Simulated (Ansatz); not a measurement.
`[NH2][Nb](=[O])([F])[Cl]` + H₂O → `[O]=[Nb]([OH])([F])[Cl]` + NH₃ at 298.15 K and 1 bar (formal hydrolysis of the Nb–N bond).

Isolated molecules relaxed with PBE0-D4/def2-TZVP in Ansatz; ΔE leaves out vibrations. CCSD(T)/CBS adds triple-zeta CCSD(T) − MP2 to the extrapolated MP2 energy (def2 sets, frozen cores). This one scheme is used for every species. def2 core potentials past Kr. For Nb outer-core shells are correlated without core-valence functions, which leaves a few kJ/mol of doubt a bond. Each species was taken in one conformer, which may not be the lowest.

```json
{"species": "`[NH2][Nb](=[O])([F])[Cl]`", "CCSD(T)/CBS energy (Eh)": "-747.79482", "H − E (kJ/mol)": "105.3", "S (J/(mol·K))": "352.5"}
{"species": "H₂O", "CCSD(T)/CBS energy (Eh)": "-76.37941", "H − E (kJ/mol)": "66.4", "S (J/(mol·K))": "188.7"}
{"species": "`[O]=[Nb]([OH])([F])[Cl]`", "CCSD(T)/CBS energy (Eh)": "-767.67871", "H − E (kJ/mol)": "72.8", "S (J/(mol·K))": "348.0"}
{"species": "NH₃", "CCSD(T)/CBS energy (Eh)": "-56.50880", "H − E (kJ/mol)": "100.5", "S (J/(mol·K))": "192.4"}
```

H − E and S are ideal-gas, rigid-rotor, harmonic terms from PBE0-D4/def2-TZVP, for one conformer and one mirror image of each species. 1 Eh = 2625.50 kJ/mol, R = 8.31446 J/(mol·K).

By hand: ΔE, ΔH, ΔS and ΔG.

ΔE = (-767.67871) + (-56.50880) − (-747.79482) − (-76.37941) = -0.01328 Eh = -34.9 kJ/mol. Δ(H − E) = 72.8 + 100.5 − 105.3 − 66.4 = 1.6, so ΔH = -33.3 kJ/mol. ΔS = 348.0 + 192.4 − 352.5 − 188.7 = -0.8 J/(mol·K). ΔG = -33.3 − 298.15 × (-0.8)/1000 = -33.1 kJ/mol.

By hand: the equilibrium constant, and the temperature at which ΔG would vanish if ΔH and ΔS stayed fixed.

log₁₀ K = −ΔG/(RT ln 10) = 5.8. ΔG = 0 at ΔH/ΔS = 41625 K, far beyond where these terms or the molecules hold.

The number of gas molecules stays the same, so ΔS is small and ΔH decides. A doubt of 5 kJ/mol in ΔE shifts log₁₀ K by 0.9 here. Other conformers and mirror images would add mixing entropy, several J/(mol·K) or more a flexible species. These are equilibria of isolated gas molecules and say nothing of rates. Largest T1 diagnostic: 0.022 (customary marks: 0.02 for closed shells, 0.045 for open ones).
